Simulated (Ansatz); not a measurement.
Frontier orbitals of CH$_{3}$BI$_{2}$, SMILES `CB(I)I`.

The species carries charge 0 and has multiplicity 1. Correlated methods include outer-core shells of I, which these sets cover unevenly. I takes the def2 core potential. The structure was optimised at the PBE0-D4/def2-TZVP level. Basis def2-TZVPP, the Gaussian-basis code of Ansatz.

```tsv
functional	HOMO (eV)	LUMO (eV)	gap (eV)
LDA (SPW92)	-6.40	-2.96	3.44
PBE	-6.24	-2.74	3.50
r2SCAN	-6.52	-2.51	4.01
PBE0	-7.35	-1.92	5.43
BHLYP	-8.29	-0.88	7.41
LC-ωPBE	-9.90	0.20	10.10
ωB97X-V	-9.57	0.17	9.74
ωB97M-V	-9.45	0.02	9.47
HF	-9.78	1.57	11.35
```

A quarter of exact exchange (PBE0) shifts PBE's HOMO by −1.12 eV and its LUMO by +0.82 eV; full exchange at long range (ωB97M-V) shifts them by −3.21 and +2.76 eV. The gap opens from 3.49 to 9.47 eV, since occupied levels lose self-interaction and empty ones feel all the electrons. A positive LUMO is unbound and depends on the basis.

LC-ωPBE has ω = 0.4 bohr⁻¹.
